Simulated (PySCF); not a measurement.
C₁₀H₇N₃, SMILES N1C2N3C(C=CN=2)=CC=CC3=CC=1.

Geometry: B3LYP-D3(BJ)/def2-SVP.

These are TDA-B3LYP/def2-SVP in PySCF values and carry that method's errors.

Vertical excitations. The molecule is in vacuum. State labels are in the subgroup C2v.

| state | symmetry | energy (eV) | λ (nm) | f | main pairs |
|---|---|---|---|---|---|
| S1 | B2 | 1.78 | 697 | 0.003 | HOMO→LUMO 99 % |
| S2 | B1 | 3.78 | 328 | 0.000 | HOMO−1→LUMO 97 % |
| S3 | A1 | 3.92 | 317 | 0.171 | HOMO→LUMO+1 80 %, HOMO−3→LUMO 16 % |
| S4 | A2 | 3.95 | 314 | 0.000 | HOMO−2→LUMO 96 % |
| S5 | B2 | 3.96 | 313 | 0.201 | HOMO→LUMO+2 85 % |
| S6 | B1 | 5.05 | 245 | 0.002 | HOMO−1→LUMO+2 97 % |
| T1 | B2 | 1.54 | 808 | 0 | HOMO→LUMO 99 % |
| T2 | A1 | 2.52 | 492 | 0 | HOMO→LUMO+1 98 % |
Triplets are in the Tamm–Dancoff approximation.
